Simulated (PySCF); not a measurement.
2-fluorocyclopent-2-en-1-one (C5H5FO), SMILES O=C1CCC=C1F. Coordinates come from a PBE-D3(BJ)/def2-SVP optimisation. One conformer was computed; it need not be the lowest.

Computed equilibrium geometry at PBE-D3(BJ)/def2-SVP (PySCF confirms it by a frequency run) as a Z-matrix, and its point group (one conformer of several):
point group Cs.
```
C
H 1 1.1090
H 1 1.1090 2 106.22
C 1 1.5340 2 108.98 3 117.27
O 4 1.2182 1 127.78 2 -57.75
C 4 1.4907 5 126.75 1 180.00
F 6 1.3297 4 120.79 5 0.00
C 6 1.3530 7 127.06 4 180.00
H 8 1.0996 6 124.90 7 0.00
C 8 1.5063 9 123.87 6 180.00
H 10 1.1119 8 110.80 9 -58.41
H 10 1.1119 11 105.56 8 -120.01
```
